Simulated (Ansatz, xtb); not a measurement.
**Relaxing a trial structure of AlH5N2S**

The starting geometry of this gas-phase singlet was built from a drawn formula by distance geometry and a force field; its bonds are those of `[AlH2][NH]NS`.

```xyz
9

Al   -3.0741   -0.2928   -0.2878
N    -1.8012   -0.9857    0.9673
N    -0.5934   -0.3258    0.7110
S     0.5658   -0.8560    1.9749
H    -2.8786   -0.5227   -1.8416
H    -4.3378    0.5161    0.2094
H    -2.1704   -0.6243    1.9019
H    -0.1918   -0.6873   -0.1929
H     1.5354    0.0102    1.5428
```

Problem. Predict what it relaxes into with r2SCAN-D4/def2-SVP.

Solution. It keeps its bonds, and is `[AlH2][NH]NS`.

The energy falls by 1.03 eV over 17 steps:

| step | E − E(last) (eV) |
| --- | --- |
| 1 | 1.030 |
| 3 | 0.480 |
| 5 | 0.217 |
| 6 | 0.148 |
| 8 | 0.068 |
| 10 | 0.016 |
| 12 | 0.006 |
| 13 | 0.003 |
| 15 | 0.000 |
| 17 | 0.000 |

Final geometry (Å):

```xyz
9

Al   -3.0453   -0.5815   -0.1074
N    -1.7285    0.1746    0.8506
N    -0.3396    0.0568    0.6447
S     0.3663   -1.5098    1.0457
H    -2.5908   -1.3597   -1.4114
H    -4.5306   -0.3171    0.3754
H    -1.8885    0.6912    1.7151
H    -0.1268    0.2035   -0.3419
H     0.9377   -1.1262    2.2142
```

From the same start GFN2-xTB ends elsewhere, differing in Al1–S4 (2.52 against 3.72 Å here).

The end wasn't checked by frequencies. Run with Ansatz 0.2.0, 22 s on 2 threads of Intel(R) Xeon(R) 6975P-C (Granite Rapids) (shared host).
